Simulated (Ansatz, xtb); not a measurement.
# BF3H4NSi+: 9 structures ranked

9 gas-phase structures of BF3H4NSi+, found in a search over its isomers (lower ones may exist). Each was relaxed with GFN2-xTB; where two conformers were screened, the lower at r2SCAN-D4/def2-SVP is listed:

A. `FB[NH2+][SiH](F)F`, a singlet
B. `[NH3+][B@H-](F)[Si+](F)F`, a singlet
C. `[NH3+][Si@H](F)B(F)F`, a singlet
D. `[NH3+][Si](F)(F)BF`, a singlet
E. `[NH3+]B(F)[SiH](F)F`, a singlet
F. `F[SiH2][NH2+]B(F)F`, a singlet
G. `[NH3+][B-](F)(F)[SiH+]F`, a singlet
H. `[NH3+]B[Si](F)(F)F`, a singlet
I. `B[NH2+][Si](F)(F)F`, a singlet

Problem. Estimate their order in r2SCAN-D4/def2-SVP energy at these geometries, lowest first.

Solution. Calculated order at r2SCAN-D4/def2-SVP: F (0.0), A (25.2), C (55.9), I (78.7), E (90.6), D (100.5), H (131.2), G (155.1), B (161.9) kJ/mol.

Energies above the lowest of each column, in kJ/mol; the last columns are at B3LYP-D3(BJ)/def2-SVP geometries and were run for some of them only (a dash: not run or not comparable):

```
structure  GFN2-xTB  HF/STO-3G  r2SCAN-D4/def2-SVP  B3LYP-D3(BJ)/def2-SVP  CCSD(T)/def2-SVP + ΔMP2/def2-TZVPP
        F      20.4        0.0                 0.0                    0.0                                 2.4
        A       0.0      112.4                25.2                   30.5                                 0.0
        C     111.4       71.8                55.9                   56.9                                   –
        I      45.8      266.4                78.7                   88.1                                   –
        E      93.5      254.6                90.6                      –                                   –
        D      93.3      199.4               100.5                      –                                   –
        H     109.1      408.3               131.2                      –                                   –
        G     126.9      239.2               155.1                      –                                   –
        B      96.2      283.5               161.9                      –                                   –
```

CCSD(T)/def2-SVP + ΔMP2/def2-TZVPP has A and F within 1 kcal/mol of each other at the bottom, and every level picks one of them. CCSD(T)/def2-SVP + ΔMP2/def2-TZVPP orders those it was run on as A (0.0), F (2.4) kJ/mol. Less than 1 kcal/mol parts A and F, so the order within that pair means little. Some further structures that were screened fall inside this span and aren't listed. Flexible structures stand in one conformer each, not always the lowest. Frequencies (B3LYP-D3(BJ)/def2-SVP) were run for A, F alone. The ΔMP2 step shifts differences by up to 31.1 kJ/mol, which makes them less sure. ΔMP2 is the change of the MP2 energy from the smaller to the larger basis.

Over these structures GFN2-xTB departs from r2SCAN-D4/def2-SVP by 26.0 kJ/mol on average once a common shift is removed. A GFN2-xTB relaxation took about 0.17 s and the r2SCAN-D4/def2-SVP energy about 1.9 s on a shared host (Ansatz 0.2.0, xtb 6.7.1).
